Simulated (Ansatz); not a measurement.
A made-up structure of SiH₃IO, singlet:

```
6
angstrom
O -0.8318 -0.8766 -0.2317
Si 0.1886 0.2455 0.0408
I 1.5153 -1.1634 1.0063
H -1.4422 -0.4985 -0.6096
H 0.8619 0.9007 -1.2562
H -0.2917 1.3922 1.0504
```

It is relaxed with PBE-D4/def2-SVP and then PBE0-D4/def2-TZVP (Ansatz 0.2.0). Atoms count as bonded within 1.22 times the sum of their covalent radii (H–H: 0.88 Å). The end point is not checked to be a true minimum.

**Question.** Does its bonding change? (Judge from chemistry; the calculation decides.)

**Answer.** By the calculation: No: no bond forms or breaks.

Where it ends: The first stage lowers the energy by 2.97 eV in 18 steps. It ends as SiH₃IO ([OH][SiH2][I]):
| atom | x (Å) | y (Å) | z (Å) |
| --- | --- | --- | --- |
| O1 | -1.0335 | -0.4386 | -0.7533 |
| Si2 | 0.2272 | 0.3310 | -0.0524 |
| I3 | 1.6011 | -1.2129 | 1.2563 |
| H4 | -1.6307 | -0.9376 | -0.1932 |
| H5 | 1.0451 | 0.8751 | -1.1529 |
| H6 | -0.2092 | 1.3829 | 0.8955 |

Labels in which every atom is bracketed show which atoms are joined, not bond orders.

For scale, one of the runs: PBE0-D4/def2-TZVP relaxation, 136 basis functions, launched by `ansatz run in.yaml --threads 2 --pin off --events-out ev --progress --plain --max-ram 4352MiB`. The run took about 20 s on 2 CPU threads of an Arm Neoverse V2 (shared host).
